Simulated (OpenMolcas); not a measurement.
**O³⁺: effect of the active space**

```
Program             : OpenMolcas 26.06
Method              : CASSCF or its RAS form
Basis               : ANO-RCC-VTZP
Scalar Hamiltonian  : DKH2, point nucleus
Spin-orbit coupling : RASSI with atomic mean-field integrals over the reference wave functions, term energies averaged over their components
```

A. 3 electrons in 4 orbitals (2s 2p); 2S+1 = 4 odd, 1 root; 2S+1 = 2 odd, 11 roots; 2S+1 = 4 even, 3 roots; 2S+1 = 2 even, 9 roots; cost about 11 core-seconds
B. 3 electrons in 8 orbitals (2s 2p 3s 3p); 2S+1 = 4 odd, 1 root; 2S+1 = 2 odd, 11 roots; 2S+1 = 4 even, 3 roots; 2S+1 = 2 even, 9 roots; cost roughly 16 core-seconds
C. 3 electrons in 9 orbitals (RAS2 2s 2p; RAS3 3d, at most 2 electrons); 2S+1 = 4 odd, 1 root; 2S+1 = 2 odd, 11 roots; 2S+1 = 4 even, 3 roots; 2S+1 = 2 even, 9 roots; cost roughly 18 core-seconds

Energies in cm⁻¹ above 2s² 2p ²P°_1/2, the measured ground level; measured values from Moore, Selected Tables of Atomic Spectra, NSRDS-NBS 3, section 10.

```json
{"Level": "2s² 2p ²P°_1/2", "A": "0.0", "B": "0.0", "C": "0.0", "Measured": "0.0"}
{"Level": "2s² 2p ²P°_3/2", "A": "359", "B": "376", "C": "358", "Measured": "386"}
{"Level": "2s 2p² ⁴P_1/2", "A": "65509", "B": "66591", "C": "69619", "Measured": "71440"}
{"Level": "2s 2p² ⁴P_3/2", "A": "65640", "B": "66722", "C": "69750", "Measured": "71570"}
{"Level": "2s 2p² ⁴P_5/2", "A": "65857", "B": "66938", "C": "69966", "Measured": "71756"}
{"Level": "2s 2p² ²D_3/2", "A": "132699", "B": "132748", "C": "129162", "Measured": "126950"}
{"Level": "2s 2p² ²D_5/2", "A": "132700", "B": "132756", "C": "129164", "Measured": "126936"}
{"Level": "2s 2p² ²S_1/2", "A": "169166", "B": "166614", "C": "170292", "Measured": "164366"}
{"Level": "2s 2p² ²P_1/2", "A": "191593", "B": "190835", "C": "183996", "Measured": "180481"}
{"Level": "2s 2p² ²P_3/2", "A": "191845", "B": "191093", "C": "184244", "Measured": "180724"}
{"Level": "2p³ ⁴S°_3/2", "A": "228880", "B": "229546", "C": "231697", "Measured": "231538"}
{"Level": "2p³ ²D°_3/2", "A": "265357", "B": "265296", "C": "257961", "Measured": "255185"}
{"Level": "2p³ ²D°_5/2", "A": "265359", "B": "265303", "C": "257965", "Measured": "255156"}
{"Level": "2p³ ²P°_1/2", "A": "301631", "B": "298751", "C": "295443", "Measured": "289015"}
{"Level": "2p³ ²P°_3/2", "A": "301649", "B": "298784", "C": "295459", "Measured": "289024"}
```

Deviations, from unrounded energies. A percentage is the sum of absolute deviations over the sum of measured energies, with the sign that they share, or ± where signs differ.

```csv
Against measurement,Levels,A,B,C
mean absolute deviation (cm-1),14,7500,6500,3000
fine structure of the ground term (%),1,-6.9,-2.5,-7.1
other configurations (%),13,±4.5,±3.9,±1.8
```

C lies closest to measurement on these levels and A furthest from it. The largest miss of C in the table is 2p³ ²P°_3/2, by +6400 cm-1. The ranking rests on the paired levels alone, and a cruder setting can come out closer through cancelling errors.

Among A to C the level of the table that moves most is 2s 2p² ²P_3/2, by 7600 cm-1 (lowest in C, highest in A).

Active for correlation alone: 3p 3s; no level in the range computed is led by a configuration that fills them, so any true level of that kind is missing (holds for B). Active for correlation alone: 3d; no level in the range computed is led by a configuration that fills it, so any true level of that kind is missing (holds for C). Measured partners are found by configuration, term and J. A level has none where our copy of the source lacks it or the pairing is in doubt (some pairs that miss far off the trend of their configuration count as doubtful), and it then counts in no deviation. Levels of configurations outside the active space are missing.

° marks odd parity.
